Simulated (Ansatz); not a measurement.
Consider the cleavage of the Si–Si bond: `[SiH3][SiH2][SiH2][GeH3]` + `OB(O)Cl` → `OB(Cl)O[SiH3]` + `[SiH3][SiH2][GeH3]`.

Computed with Ansatz on PBE0-D4/def2-TZVP structures; ΔE is electronic, products minus reactants. CBS: MP2 limit from def2 TZ/QZ plus the TZ coupled-cluster correction, frozen cores. DFT in def2-TZVPP. For Ge outer-core shells are correlated without core-valence functions, which leaves a few kJ/mol of doubt a bond. Scalar relativity is left out up to krypton. Each species was taken in one conformer, which may not be the lowest.

| species | B2PLYP energy (Eh) |
| --- | --- |
| `[SiH3][SiH2][SiH2][GeH3]` | -2950.76146 |
| `OB(O)Cl` | -636.70367 |
| `OB(Cl)O[SiH3]` | -927.31813 |
| `[SiH3][SiH2][GeH3]` | -2660.17980 |

Task: Work out ΔE.

Result: ΔE = (-927.31813) + (-2660.17980) − (-2950.76146) − (-636.70367) = -0.03280 Eh = -86.1 kJ/mol. CCSD(T)/CBS gives -79.0 kJ/mol.

Task: What do rigid-rotor, harmonic-oscillator terms from PBE0-D4/def2-TZVP frequencies (298.15 K, 1 bar) make of the CCSD(T)/CBS value? (Best estimate.)

Result: Ansatz gave: ΔZPE = -5.2 kJ/mol, ΔH = -84.3 kJ/mol, ΔS = 1 J/(mol·K), ΔG = -84.5 kJ/mol. Modes under 50 cm⁻¹ make the entropy rough.

Largest T1 diagnostic among the species: 0.013.

From BLYP to BHLYP (50 % exact exchange), in def2-TZVPP and without D4, ΔE moves by −13.9 kJ/mol. The D4 term adds +5.0 kJ/mol with B3LYP and +3.0 kJ/mol with PBE0; it sums over pairs of atoms, weighted by their polarisabilities, and B3LYP, whose exchange is more repulsive, gets the larger term.

B3LYP here is the variant with VWN-RPA as its local correlation; programs differ in this.
